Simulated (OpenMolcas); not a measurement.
**neutral zirconium: the spin-orbit constant, worked from levels**

| Property | Result |
| --- | --- |
| Program | OpenMolcas |
| Basis | ANO-R2 [7s5p4d2f1g] |
| Scalar Hamiltonian | X2C, finite nucleus |
| Active space | 2 electrons in 5 orbitals (4d) |
| State averaging | 2S+1 = 3 even, 10 roots; 2S+1 = 1 even, 15 roots |
| Spin-orbit coupling | state interaction with AMFI integrals over the reference wave functions, term energies averaged over their components |

Methods: CASSCF; SS-CASPT2, IPEA 0.25 Eh, imaginary shift 0.1 Eh (closed shells correlated: 4s 4p 5s). Measured levels: NIST Handbook of Basic Atomic Spectroscopic Data.

**The spin-orbit constant.** For the Hund term 3F of d2, E(J) = (A/2) J(J+1) + constant and ζ = 2S·A = 2A. From J = 2 to J = 4 the energy changes by 7 A.

```tsv
Source	E(4) - E(2)	A	ζ
CASSCF	1306.6	186.7	373
SS-CASPT2	1330.1	190.0	380
measured	1240.8	177.3	355
```

All in cm-1. SS-CASPT2 is off by +7.2 % and CASSCF by +5.3 %. Both methods take the spin-orbit matrix elements from the reference wave functions, so the second can move ζ only through the term energies and any multistate remixing. Second-order mixing with other terms is absorbed into this ζ.

Term energies are means over components that CASPT2 splits; among the terms shown or strongly mixed into the levels shown the widest spread is 510 cm-1 (4d2 5s2 3F, SS-CASPT2). With the s shell closed, the reference lacks s² → p², s² → d² and s → d mixing, so excited terms can stand far too high and out of order, with CASPT2 too. Without dynamic correlation excited terms often stand tens of per cent too high (terms of higher spin than the ground term too low), and those without a measured partner can miss by more than the paired ones (holds for CASSCF). Measured partners are found by configuration, term and J. A level has none where our copy of the source lacks it or the pairing is in doubt (some pairs that miss far off the trend of their configuration count as doubtful), and it then counts in no deviation. Levels of configurations outside the active space are missing.
